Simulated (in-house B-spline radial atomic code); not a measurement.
## RPA and G0W0 on wB97X: P IX (P8+)

Configuration [He] 2s2 2p3, highest spin, mean-field start wB97X. Computed with an all-electron radial atomic-structure program (B-spline basis): all electrons, scalar-relativistic (spin-free one-electron X2C), finite nucleus, each spin shell either full or empty, empty states to l = 9 with an (l + 1/2)⁻⁴ tail; G0W0 by contour deformation at full frequency.

Command:
```bash
python run_gw.py task.json out
```
Settings (radii: box in bohr, nucleus in fm):
```
Z                        15
electrons                7
configuration            [He] 2s2 2p3
hamiltonian              x2c
method                   wb97x
lmax                     9
rms_radius               3.1889
spin_polarised           True
box_radius               7.7
intervals                67
```

Time taken, with all properties: 2.2 s on 1 thread of Arm Neoverse N1, with other jobs on the host.

Energies (hartree):

```json
{"term": "mean-field total", "value": "-306.49133"}
{"term": "Hartree-Fock functional on these orbitals", "value": "-306.19136"}
{"term": "direct second order", "value": "-0.41528"}
{"term": "second-order exchange", "value": "0.19883"}
{"term": "SOSEX correction", "value": "0.18316"}
```

Problem. What is the RPA correlation energy, and what remains with SOSEX?

Solution. RPA gives -0.38115 hartree (-1.48 eV per electron); RPA + SOSEX gives -0.19799, and the second-order doubles -0.21645 hartree (no singles). SOSEX takes back 48 % of the RPA value.

Quasi-particle levels (eV):

| level | occupied | mean field | Σx - vxc | Σc | QP weight | G0W0 |
| --- | --- | --- | --- | --- | --- | --- |
| 2p up | yes | -355.83 | -18.61 | ? | ? | ? |
| 2s down | yes | -382.04 | -9.38 | -3.27 | 0.980 | -394.69 |
| 1s down | yes | -2363.44 | -75.01 | 14.70 | 0.954 | -2423.75 |
| 2p down | no | -322.70 | 17.62 | -4.03 | 0.985 | -309.11 |

G0W0 = mean field + (Σx - vxc) + Σc, with Σc (partial-wave tail included) taken at the quasi-particle energy. Levels of low weight are left out.

Problem. Where does G0W0 put 2p up?

Solution. At -372.87 eV, with Σc = 1.58 eV and a quasi-particle weight of 0.980. The tabulated removal energy is 372.31 ± 0.21 eV (NIST, semi-empirical); the calculation leaves out spin-orbit coupling, Breit and QED terms, and what these don't explain is the method's own error.
